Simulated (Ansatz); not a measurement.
C₃H₆ClFSi, SMILES `C=C(CCl)[SiH2]F`. Charge 0, multiplicity 1. The structure was optimised at the PBE0-D4/def2-TZVP level. It is one conformer, not always the lowest.

```xyz
12

C    -0.567   -1.464    0.431
C    -0.220   -0.232    0.066
C    -1.248    0.837   -0.092
Cl   -0.746    2.335    0.762
Si    1.565    0.184   -0.290
F     2.334   -1.203   -0.526
H    -1.599   -1.724    0.659
H     0.163   -2.262    0.505
H    -2.217    0.544    0.312
H    -1.367    1.127   -1.137
H     2.236    0.863    0.840
H     1.667    0.994   -1.529
```

**Question.** What is the dipole moment at PBE/def2-TZVPP? (An estimate is asked.)

**Answer.** Computed: 1.84 D, with components (-1.68, -0.63, -0.39) D in this frame, pointing from negative to positive charge.

**Question.** And with r2SCAN, B3LYP, ωB97M-V? (An estimate is asked.)

**Answer.** The calculation gave: r2SCAN 1.91 D, B3LYP 1.89 D, ωB97M-V 1.91 D.

**Question.** Give the Mulliken charges with PBE, B3LYP, r2SCAN in def2-TZVPP. (Estimate.)

**Answer.** Computed: 
| atom | PBE | B3LYP | r2SCAN |
| --- | --- | --- | --- |
| C1 | -0.19 | -0.20 | -0.14 |
| C2 | -0.08 | -0.11 | -0.17 |
| C3 | -0.09 | -0.09 | 0.03 |
| Cl4 | -0.15 | -0.16 | -0.17 |
| Si5 | 0.50 | 0.59 | 0.60 |
| F6 | -0.29 | -0.33 | -0.33 |
| H7 | 0.09 | 0.10 | 0.07 |
| H8 | 0.10 | 0.12 | 0.09 |
| H9 | 0.11 | 0.12 | 0.08 |
| H10 | 0.13 | 0.13 | 0.09 |
| H11 | -0.06 | -0.07 | -0.07 |
| H12 | -0.08 | -0.09 | -0.09 |

B3LYP here is the variant with VWN-RPA as its local correlation; programs differ in this.
